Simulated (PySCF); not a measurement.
## Checking a proposed structure

A compound C5H10N2O2Si gives the data below (simulated from a calculation) and was assigned the structure `CO[Si@@H](O)n1ccc(N)c1`.

$^{13}$C{$^{1}$H} NMR (computed): δ 124.5 (CH, 2C), 116.5 (CH, 2C), 53.2 (CH3).

$^{1}$H NMR (500 MHz, computed): δ 6.61 (m, 2H), 6.56 (m, 2H), 3.79 (s, 3H), 2.32 (br s, 1H), 0.81 (br s, 2H).

Computational details: PBE0/pcSseg-1 with gauge-including orbitals, GFN2-xTB geometry, in PySCF (non-relativistic, in vacuum, rapidly exchanging positions averaged, a single conformation).

Shifts are taken against calculated references (same method and geometry level): $^{1}$H (σ = 31.72 ppm), $^{13}$C (σ = 186.93 ppm) against TMS.

Question: Compare with the shifts computed for the proposed structure, pairing carbons in order of shift.

Answer: Atoms are numbered as in `[CH3:1][O:2][Si@@H:3]([OH:4])[n:5]1[cH:6][cH:7][c:8]([NH2:9])[cH:10]1`. Each H is labelled by its parent atom.

```
atom  computed for proposal  given list  difference
  C8                  143.2       124.5       +18.7
  C6                  124.5       124.5        +0.0
  C7                  108.1       116.5        -8.4
 C10                  104.2       116.5       -12.3
  C1                   52.1        53.2        -1.1
```

The rms difference is 10.7 ppm and the largest +18.7 ppm at C8 (aromatic carbon bearing nitrogen). The proposal also would give 5 carbon signals, not 3. The carbon types in order of shift don't match either: C, CH, CH, CH, CH3 for the proposal against CH, CH, CH, CH, CH3 in the data. The proposal doesn't fit.

Question: Which isomer fits?

Answer: `CO[Si@@](N)(O)n1cccc1`.

- Carbon types of the structure: 4 × CH, 1 × CH3, leaving 3 H on heteroatoms.
- δC 124.5: aromatic CH next to a ring nitrogen.
- δC 116.5: aromatic CH.
- δC 53.2: methyl carbon bonded to O; deshielded by the electronegative neighbour.
- δH 3.79: hydrogen on a methyl carbon bonded to O; its carbon carries O, hence the downfield position.

The data come from this structure; uniqueness wasn't tested.

The OH or NH signal is concentration- and solvent-dependent in practice; the value given is the gas-phase one. Shifts are as computed. Against solution values, carbons near 30 ppm lie about +3 ppm off and those near 130 ppm about +5 ppm. Of 1211 compounds with measured shifts, 218 miss one by over three times the rms of a fit or turn the order of signals round; such compounds aren't used in these exercises. Multiplicities follow the n + 1 count of equivalent neighbours, as no J values were calculated; m marks all less simple cases, F and P coupling included.
